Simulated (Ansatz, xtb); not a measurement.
ClFSi3: where a starting geometry ends

The starting geometry of this gas-phase singlet has its atoms placed at random.

```xyz
5

Cl    0.3951    1.3574   -0.8331
F     1.5285   -0.9780    0.3268
Si   -0.7768   -0.1424   -1.7185
Si   -0.1339   -1.6587    0.8398
Si   -0.8487    0.9551    0.6948
```

Q: Guess where an optimisation with r2SCAN-D4/def2-SVP ends from this start.

A: It ends as a structure with Cl1 bridging Si5 and Si3, given below by its coordinates. Distances that change by over a tenth: Cl1–Si3 (2.10 → 2.32 Å), Cl1–Si5 (2.01 → 2.38 Å), F2–Si4 (1.87 → 1.64 Å). Contacts that close: Si3–Si5 (2.65 → 2.26 Å), Si4–Si5 (2.71 → 2.40 Å).

The energy falls by 2.53 eV over 11 steps:

| step | E − E(last) (eV) |
| --- | --- |
| 1 | 2.529 |
| 2 | 0.694 |
| 3 | 0.180 |
| 4 | 0.058 |
| 5 | 0.018 |
| 7 | 0.001 |
| 8 | 0.001 |
| 9 | 0.000 |
| 10 | 0.000 |
| 11 | 0.000 |

Final geometry (Å):

```yaml
atoms:
  - { symbol: Cl, position_ang: [0.6397, 1.4623, -0.9576] }
  - { symbol: F, position_ang: [1.6112, -1.1573, 0.5465] }
  - { symbol: Si, position_ang: [-1.1549, 0.2269, -1.7638] }
  - { symbol: Si, position_ang: [0.0800, -1.5320, 1.0099] }
  - { symbol: Si, position_ang: [-1.0117, 0.5336, 0.4749] }
```

From the same start GFN2-xTB ends elsewhere, differing in Cl1–Si5 (3.13 against 2.38 Å here).

From so rough a start the end depends on the optimiser's path, so another program may land elsewhere. No frequencies were run, so the end isn't proven a minimum. Run with Ansatz 0.2.0, 81 s on 1 thread of AMD EPYC (Zen 3), with other jobs on the host.
